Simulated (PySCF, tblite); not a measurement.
Isomers of C6H9FO2Si. All values are computed: GFN2-xTB (tblite) harmonic vibrations without scaling, gas phase. This tight-binding method is rough: wavenumbers can miss measured ones by several per cent, in bad cases by 10 to 20. Modes of hydrogen on silicon can be 10 to 20 % off. One conformer each.

Electronic energies: PBE0/pcSseg-1 single points on the GFN2-xTB geometries (PySCF, gas phase).

| SMILES | electronic energy, lowest = 0 (kJ/mol) |
| --- | --- |
| C=CCO[C@@H]1C=C(F)[SiH2]O1 | 80.5 |
| O=C(O)C1=C[SiH2][C@@H]1CCF | 25.1 |
| CO[Si@@H]1CC(C(C)=O)=C1F | 0.0 |
| C/C=C1/[SiH2][C@@H](C(=O)O)[C@@H]1F | 6.9 |
| C=C[C@]1(OC)C=C(F)[SiH2]O1 | 71.2 |

Q: How do GFN2-xTB zero-point energies change the relative energies?

A: 
```
                             SMILES  ZPE (kJ/mol)  of it from modes above 1550 cm⁻¹  electronic (kJ/mol)  with ZPE, lowest = 0 (kJ/mol)  lowest mode (cm⁻¹)  rings
           CO[Si@@H]1CC(C(C)=O)=C1F         359.0                             177.9                  0.0                            0.0                  40      1
C/C=C1/[SiH2][C@@H](C(=O)O)[C@@H]1F         354.6                             176.9                  6.9                            2.4                  33      1
         O=C(O)C1=C[SiH2][C@@H]1CCF         356.4                             175.3                 25.1                           22.4                  40      1
         C=C[C@]1(OC)C=C(F)[SiH2]O1         352.7                             175.6                 71.2                           64.9                  50      1
         C=CCO[C@@H]1C=C(F)[SiH2]O1         354.7                             173.4                 80.5                           76.2                  30      1
```

The zero-point energies span 6.3 kJ/mol, from `C=C[C@]1(OC)C=C(F)[SiH2]O1` to `CO[Si@@H]1CC(C(C)=O)=C1F`. The order is unchanged.

Q: And how do the electronic energies of GFN2-xTB itself compare?

A: `CO[Si@@H]1CC(C(C)=O)=C1F` 37.4; `C/C=C1/[SiH2][C@@H](C(=O)O)[C@@H]1F` 45.4; `O=C(O)C1=C[SiH2][C@@H]1CCF` 90.0; `C=C[C@]1(OC)C=C(F)[SiH2]O1` 0.0; `C=CCO[C@@H]1C=C(F)[SiH2]O1` 9.9 kJ/mol, lowest = 0. Against the energies above, taken from the same isomer `CO[Si@@H]1CC(C(C)=O)=C1F`, the largest difference is 108.6 kJ/mol.

Q: What do entropy and thermal enthalpy add at 298.15 K and 1 bar (rigid rotor, harmonic oscillator, one conformer each)?

A: 
```csv
SMILES,point group,symmetry number,S (J/(mol K)),H − H(0) (kJ/mol),ZPE + H − H(0) − TS (kJ/mol)
CO[Si@@H]1CC(C(C)=O)=C1F,C1,1,467.8,34.96,254.5
C/C=C1/[SiH2][C@@H](C(=O)O)[C@@H]1F,C1,1,447.9,32.86,253.9
O=C(O)C1=C[SiH2][C@@H]1CCF,C1,1,443.9,32.06,256.1
C=C[C@]1(OC)C=C(F)[SiH2]O1,C1,1,437.7,32.38,254.6
C=CCO[C@@H]1C=C(F)[SiH2]O1,C1,1,436.8,31.29,255.8
```
